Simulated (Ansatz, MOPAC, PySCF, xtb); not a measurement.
Pair of molecules: HF (SMILES F) (first 2 atoms) with CH3Br (SMILES CBr); geometry from B3LYP-D3(BJ)/def2-TZVP, rigid monomers moved along the line of their centres of mass till H2···Br4 is 3.30 Å.
(charge 0, multiplicity 1):
```xyz
7

F     -0.03944    -0.14847     0.64158
H     -0.06252    -0.64869     1.43194
C     -0.29555     0.91273     4.77127
Br    -0.21733    -1.05096     4.70548
H     -1.23400     1.17876     5.24350
H     -0.24578     1.26592     3.74772
H      0.55514     1.24629     5.35397
```

Counterpoise-corrected where a basis set is named; no monomer relaxation.

Frozen-core correlation. Filled d and f shells under p-block atoms count as core. CBS: X⁻³ extrapolation of the correlation energy, Hartree–Fock from the larger set. The state reached by PM7 isn't checked; PM7 holds dispersion and hydrogen-bond terms.

Run with Ansatz (a program for electronic structure); MOPAC for PM7 (differences of heats of formation); PySCF for the dispersion terms; xtb for the GFN methods. 

```
level                                  interaction energy (meV)
-------------------------------------  ------------------------
PM7                                                       -40.4
GFN1-xTB                                                  -43.9
GFN2-xTB                                                  -79.0
r2SCAN/def2-TZVPPD                                        -94.2
PBE0-D3(BJ)/def2-TZVPPD                                  -104.4
PBE0-D4/def2-TZVPPD                                  (withheld)
SCS-MP2/aug-cc-pVDZ                                  (withheld)
CCSD(T)/aug-cc-pVTZ                                       -93.0
CCSD(T)/CBS(aug-cc-pVDZ, aug-cc-pVTZ)                     -95.2
```

Some entries are withheld; supply them.


- PBE0-D4/def2-TZVPPD, interaction energy (meV): -101.4
- SCS-MP2/aug-cc-pVDZ, interaction energy (meV): -85.4
